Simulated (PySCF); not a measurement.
H₂I₂O₂Si, SMILES O[Si](I)(I)O.

The structure is a stationary point at PBE-D3(BJ)/def2-SVP. The structure was generated by enumeration, and PubChem lists no compound with its InChIKey, so it may never have been made. The def2 effective core potentials stand for the cores of I; spin–orbit coupling is left out. The values are those of a single conformer.

The numbers are results of PySCF with TDA-PBE/def2-SVPD, not measurements.

Vertical excitations. Gas-phase values at a fixed geometry. State labels are in the subgroup C2.

Computed lowest excited states:
```json
[
 {"state": "S1", "symmetry": "B", "energy (eV)": "4.52", "λ (nm)": "274", "f": "0.039", "main pairs": "HOMO→LUMO 97 %"},
 {"state": "S2", "symmetry": "A", "energy (eV)": "4.57", "λ (nm)": "271", "f": "0.000", "main pairs": "HOMO−1→LUMO 99 %"},
 {"state": "S3", "symmetry": "B", "energy (eV)": "4.71", "λ (nm)": "263", "f": "0.006", "main pairs": "HOMO−2→LUMO 99 %"},
 {"state": "S4", "symmetry": "A", "energy (eV)": "5.06", "λ (nm)": "245", "f": "0.006", "main pairs": "HOMO−3→LUMO 98 %"},
 {"state": "S5", "symmetry": "B", "energy (eV)": "5.65", "λ (nm)": "220", "f": "0.000", "main pairs": "HOMO→LUMO+1 94 %"},
 {"state": "S6", "symmetry": "A", "energy (eV)": "5.70", "λ (nm)": "218", "f": "0.000", "main pairs": "HOMO−1→LUMO+1 100 %"},
 {"state": "S7", "symmetry": "B", "energy (eV)": "5.86", "λ (nm)": "212", "f": "0.019", "main pairs": "HOMO−2→LUMO+1 99 %"},
 {"state": "S8", "symmetry": "A", "energy (eV)": "5.98", "λ (nm)": "207", "f": "0.002", "main pairs": "HOMO→LUMO+2 96 %"},
 {"state": "S9", "symmetry": "B", "energy (eV)": "6.03", "λ (nm)": "206", "f": "0.001", "main pairs": "HOMO−4→LUMO 64 %, HOMO−5→LUMO 20 %, HOMO−1→LUMO+2 16 %"},
 {"state": "S10", "symmetry": "B", "energy (eV)": "6.13", "λ (nm)": "202", "f": "0.004", "main pairs": "HOMO−1→LUMO+2 77 %, HOMO−5→LUMO 16 %"},
 {"state": "T1", "symmetry": "B", "energy (eV)": "4.11", "λ (nm)": "302", "f": "0", "main pairs": "HOMO→LUMO 99 %"},
 {"state": "T2", "symmetry": "A", "energy (eV)": "4.24", "λ (nm)": "292", "f": "0", "main pairs": "HOMO−1→LUMO 100 %"},
 {"state": "T3", "symmetry": "B", "energy (eV)": "4.39", "λ (nm)": "283", "f": "0", "main pairs": "HOMO−2→LUMO 99 %"},
 {"state": "T4", "symmetry": "A", "energy (eV)": "4.71", "λ (nm)": "263", "f": "0", "main pairs": "HOMO−3→LUMO 99 %"}
]
```
Triplets are in the Tamm–Dancoff approximation.
